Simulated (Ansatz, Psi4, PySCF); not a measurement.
C$_{2}$H$_{6}$OZn, charge -1, doublet, at a GFN2-xTB geometry (such geometries of metal compounds can be far from the true shape) (a state made from the parent by changing its charge; the spin is typed, not shown lowest) (in this run its highest filled SCF level lies above zero, so its values depend strongly on the basis, on diffuse functions most of all). Base run: CAMB3LYP/6-31G** run with PySCF.

Geometry (Å):
```xyz
10

Zn     0.5855     0.5508     0.0870
C     -0.3884    -1.3032    -1.0324
C     -1.8012    -1.0489    -1.5345
H     -0.4189    -2.1083    -0.2882
H      0.2204    -1.6785    -1.8717
H     -1.8100    -0.2706    -2.3034
H     -2.4439    -0.7155    -0.7181
H     -2.2802    -1.9431    -1.9793
O      0.2272     0.4124     2.1386
H      0.4881     1.0048     2.8441
```
Charge -1, spin multiplicity 2.
Orbitals are unrestricted.
All else is at PySCF's defaults.

The same geometry, method and basis name were run in Ansatz (a program for electronic structure) and Psi4 and PySCF, at each program's defaults and at the settings that a row names. The base is PySCF at its defaults. Differences at the defaults can come from grids, fitting, cores and function types together.

| code and settings | ΔE vs base (mEh) | basis functions | E (Eh) | SCF cycles |
|---|---|---|---|---|
| PySCF, defaults (exact integrals, its default grid, spherical functions) | 0.000 | 106 | -1934.10564 | 15 |
| Psi4, defaults (density fitting with its default set, its default grid, Cartesian functions) | -9.780 | 114 | -1934.11542 | 13 |
| Ansatz, defaults (factorised integrals, its default grid, Cartesian functions) | -6.695 | 111 | -1934.11234 | - |
| PySCF, density fitting with def2-universal-jkfit | -0.061 | 106 | -1934.10570 | 15 |
| PySCF, fine grid | -0.002 | 106 | -1934.10564 | 15 |
| Psi4, exact integrals, spherical functions, fine grid | 0.000 | 106 | -1934.10564 | 17 |
| Ansatz, high accuracy, Cartesian functions as the basis file defines them | -6.696 | 111 | -1934.11234 | - |

Open shells are given as the SCF converged; they aren't shown to be the lowest states, and a large step between rows can be another state.
